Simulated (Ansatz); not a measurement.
Ti₆⁺. The state is a doublet with charge 1. Geometry PBE-D4/def2-SVP.

```xyz
6

Ti   -0.812    0.743    1.511
Ti   -0.278   -1.355    0.053
Ti    1.086    0.811   -0.280
Ti    0.245   -0.510   -2.314
Ti    1.178   -0.436    1.988
Ti   -1.420    0.747   -0.957
```

At PBE-D4/def2-TZVP, r2SCAN-D4/def2-TZVP, PBE0-D4/def2-TZVP the charge 1 doublet is spin-contaminated (final ⟨S²⟩ up to 3.85, 0.75 for a pure state). The structure comes from a short search, and lower isomers may exist.

(1) Estimate the α-spin orbital energies around the gap (eV) in Ansatz with PBE-D4/def2-TZVP, r2SCAN-D4/def2-TZVP, PBE0-D4/def2-TZVP.

Results:

(1) 
| orbital | PBE-D4/def2-TZVP | r2SCAN-D4/def2-TZVP | PBE0-D4/def2-TZVP |
| --- | --- | --- | --- |
| HOMO−5 | -7.65 | -7.81 | -8.62 |
| HOMO−4 | -7.63 | -7.63 | -8.38 |
| HOMO−3 | -7.57 | -7.51 | -8.26 |
| HOMO−2 | -7.49 | -7.44 | -8.09 |
| HOMO−1 | -7.38 | -7.35 | -7.96 |
| HOMO | -6.98 | -7.13 | -7.95 |
| LUMO | -6.69 | -6.40 | -5.88 |
| LUMO+1 | -6.56 | -6.23 | -5.48 |
| LUMO+2 | -6.43 | -6.10 | -5.41 |
| LUMO+3 | -6.20 | -5.85 | -5.16 |
| LUMO+4 | -6.08 | -5.82 | -5.06 |
| LUMO+5 | -6.04 | -5.70 | -4.90 |
| β HOMO | -7.27 | -7.31 | -7.92 |
| β LUMO | -6.72 | -6.45 | -5.80 |
